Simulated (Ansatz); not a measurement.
Reaction (homolysis of the C–Ga bond): `[GaH2][CH2][GeH3]` → `[CH2][GeH3]`• + `[GaH2]`•

Computed with Ansatz on PBE0-D4/def2-TZVP structures; ΔE is electronic, products minus reactants. CCSD(T)/CBS is the MP2 limit (def2-TZVPP, def2-QZVPP) plus CCSD(T) − MP2 in def2-TZVPP, frozen cores. Functionals use def2-TZVPP. No spin–orbit coupling; open shells (•) take unrestricted orbitals. For Ga, Ge outer-core shells are correlated without core-valence functions, which leaves a few kJ/mol of doubt a bond. Scalar relativity is left out up to krypton.

| level | ΔE (eV) | difference from CCSD(T)/CBS |
| --- | --- | --- |
| LDA (SPW92) | 3.99 | 0.31 |
| PBE0-D4 | 3.40 | -0.28 |
| B2PLYP | 3.36 | -0.32 |
| PBE-QIDH | 3.52 | -0.16 |
| BLYP | 3.06 | -0.62 |
| BHLYP | 3.13 | -0.55 |
| MP2/def2-TZVPP | 3.72 | 0.04 |
| CCSD(T)/def2-TZVPP | 3.52 | -0.16 |
| MP2/def2-QZVPP | 3.81 | 0.13 |
| MP2/CBS(def2) | 3.88 | 0.20 |
| CCSD(T)/CBS | 3.68 | 0 |

Largest T1 diagnostic among the species: 0.015.

From BLYP to BHLYP (50 % exact exchange), in def2-TZVPP and without D4, ΔE moves by +0.07 eV. The D4 term adds +0.15 eV with B3LYP and +0.08 eV with PBE0; it sums over pairs of atoms, weighted by their polarisabilities, and B3LYP, whose exchange is more repulsive, gets the larger term. Leaving LDA and LC-ωPBE aside and taking each functional with its dispersion term where it has one, the values, not all of them listed here, spread over 0.31 eV, from r2SCAN0-D4 to ωB97X-V. LDA lies +0.66 eV from PBE without D4, its usual overbinding.

B3LYP here is the variant with VWN-RPA as its local correlation; programs differ in this.
